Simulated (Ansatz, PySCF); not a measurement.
CHBNO, SMILES `N#C[B-]O` (excited triplet) (charge -1, multiplicity 3). This triplet is an excited state, 0.52 eV above the relaxed singlet at the level B3LYP-D3(BJ)/def2-TZVPD (PySCF).

Method: PBE0/aug-cc-pVTZ // B3LYP-D3(BJ)/def2-TZVPD run with Ansatz (a quantum-chemistry and plane-wave program).

Ansatz 0.2 input:
```yaml
crystal:
  periodic: [false, false, false]
  atoms:
    - { symbol: N, position_ang: [2.174353, -0.383525, -0.05739] }
    - { symbol: C, position_ang: [1.091362, 0.100709, -0.006417] }
    - { symbol: B, position_ang: [-0.219521, 0.770889, 0.061394] }
    - { symbol: O, position_ang: [-1.535268, 0.23713, 0.039031] }
    - { symbol: H, position_ang: [-1.510927, -0.725205, -0.036618] }
basis:
  gaussian: { orbitals: aug-cc-pVTZ }
hamiltonian:
  xc: pbe0
total_charge: -1
magnetization:
  spin_polarized: true
  initial_magnetization: 2
```

Output:

```
Functional definition: PBE0
920 factors; their error is unknown
mean field evaluation 1: about -5258.1131 eV, gradient 2.5e1 eV
mean field evaluation 2: about -5244.0909 eV, gradient 5.3e1 eV
mean field evaluation 4: about -5261.4567 eV, gradient 6.2e0 eV
mean field evaluation 8: about -5261.6428 eV, gradient 1.3e-1 eV
mean field evaluation 16: about -5261.6299 eV, gradient 2.4e-3 eV
mean field evaluation 32: about -5261.5211 eV, gradient 1.6e0 eV
mean field -5261.62988212 eV, -193.3613317070 hartree, gradient 3.9e-5 eV, S^2 2.015923; 4 other end points of the search recorded, 0 dependent functions left out
reference -5261.62993297 eV, -193.3613335759 hartree; 15, 13 occupied and 192, 194 virtual orbitals, 920 factors
Total energy: -5261.62993297 eV, -193.3613335759 hartree
```
